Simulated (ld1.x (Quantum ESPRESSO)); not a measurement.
**Reading a pseudo-wave (Cd (Z = 48))**

Columns: radius, all-electron u(r) and pseudo u(r) of the 4p shell (level -102.34 eV) of cadmium in the configuration [Ar] 3d10 4s2 4p6 4d9 5s0 5p0; BP86, scalar-relativistic, ultrasoft scheme, ld1.x (Quantum ESPRESSO) 7.5.

```
r (bohr)  all-electron  pseudo
   0.082        0.3902  0.0269
   0.165       -0.2486  0.1062
   0.248       -0.6342  0.2295
   0.330       -0.5006  0.3821
   0.413       -0.0940  0.5521
   0.495        0.3504  0.7192
   0.578        0.7236  0.8717
   0.660        0.9781  0.9930
   0.742        1.1218  1.0762
   0.825        1.1744  1.1169
   0.908        1.1590  1.1146
   0.990        1.0998  1.0746
   1.072        1.0149  1.0052
   1.155        0.9162  0.9151
   1.238        0.8140  0.8154
   1.320        0.7154  0.7163
   1.402        0.6228  0.6229
   1.485        0.5369  0.5369
   1.568        0.4599  0.4599
   1.650        0.3925  0.3925
   1.733        0.3328  0.3328
   1.815        0.2816  0.2816
   1.898        0.2369  0.2369
   1.980        0.1992  0.1992
   2.062        0.1670  0.1670
   2.145        0.1394  0.1394
```

(1) How many radial nodes do the two functions have?

(2) At about which radius was the pseudo-wave matched?

(3) Is the pseudo-wave norm-conserving?

## Answers

(1) The all-electron 4p function has n − l − 1 = 2; the pseudo-wave has 0, since the states of the same l below it are removed with the core.

(2) 1.45 bohr, where the columns begin to agree (steps of 0.08 bohr).

(3) No, it belongs to an ultrasoft set: the norm inside the radius is not constrained, and the difference is carried by the augmentation charge.
